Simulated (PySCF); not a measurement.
As: ionisation energy

As [Ar] 3d10 4s2 4p3 (4S) → As⁺ [Ar] 3d10 4s2 4p2 (3P), as a difference of total energies. Calculation: PySCF 2.14, in cc-pVTZ-DK (6s5p3d1f, 43 functions); the spin-free X2C one-electron Hamiltonian (Gaussian nucleus). Correlated levels: valence: [Ar] 3d10 frozen. The calculations carry no spin-orbit coupling.

```csv
method,ionisation energy (eV)
UHF,9.413
TPSS,9.905
PBE,9.873
MP2 (valence),9.885
SCS-MP2 (valence),9.740
CCSD (valence),9.853
CCSD(T) (valence),9.884
```

Task: How much does correlation contribute at CCSD(T) (valence)?

Result: 9.884 − (9.413) = 0.471 eV, measured against UHF.

Errors of the correlated levels include the incompleteness of this basis and the frozen core.

For comparison: 10.008 eV (measured; NIST levels, between the centres of gravity of the two terms).
